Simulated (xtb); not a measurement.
Sn(H)2(Br)(vinyl) (C₂H₅BrSn), SMILES C=[CH][SnH2][Br]. All values are semi-empirical tight-binding results from xtb (GFN2-xTB unless named), good for trends rather than for accurate numbers. The structure is a stationary point at GFN2-xTB. The structure was generated by enumeration; whether it is a known compound was not checked. One conformer was computed; it need not be the lowest.

Optimised geometry:

```xyz
9

Sn     0.1235     0.2407    -0.7492
Br    -1.3098    -0.4303     1.1586
C      2.1042     0.6279     0.0021
C      3.0730    -0.2620    -0.0328
H      0.0312    -1.0729    -1.8320
H     -0.6778     1.5893    -1.4171
H      2.2496     1.6026     0.4432
H      4.0510    -0.0466     0.3716
H      2.9482    -1.2400    -0.4695
```
Charge 0, spin multiplicity 1.

For metal compounds this method's bond lengths and energies can be far off.

Computed properties:
```json
{
 "orbital_gap": "4.11 eV",
 "zero_point_energy": "32.7 kcal/mol",
 "G − E(el) at 298.15 K (modified RRHO)": "11.7 kcal/mol"
}
```

Computed atomic charges and the Wiberg bond orders between heavy atoms:
charges (e) Sn1 0.20, Br2 -0.22, C3 -0.06, C4 -0.06, H5 -0.01, H6 -0.01, H7 0.05, H8 0.06, H9 0.06. Bond orders Sn1–Br2 0.95, Sn1–C3 0.67, C3–C4 2.01.
